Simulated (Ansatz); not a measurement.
Basis-set extrapolation for BCl₉Si₃, SMILES `Cl[Si](Cl)(Cl)B([Si](Cl)(Cl)Cl)[Si](Cl)(Cl)Cl` (PBE0-D4/def2-TZVP geometry, frozen core, Ansatz). Multiplicity 1, RHF reference.

|  | def2-TZVPP | def2-QZVPP |
| --- | --- | --- |
| HF | -5027.604500 | -5027.744617 |
| MP2 correlation | -2.116240 | -2.330815 |
| CCSD(T) correlation | -2.365561 | not run |

Energies in hartree. Use E(X) = E(∞) + A·exp(−7.88·√X) for Hartree–Fock and E(X) = E(∞) + B·X^(−2.97) for correlation, with X = 3 and 4, and add CCSD(T) minus MP2 of the smaller set to the MP2 limit.

Q: What is the CCSD(T) energy at the basis-set limit?

A: HF limit: -5027.744617 + (-0.140117) × 0.13774 = -5027.76392. MP2 limit: -2.330815 + (-0.214575) × 0.74074 = -2.48976. Higher-order term: -2.365561 − (-2.116240) = -0.24932. Total: -5030.50300 hartree, 1399.2 kJ/mol below CCSD(T)/def2-TZVPP.
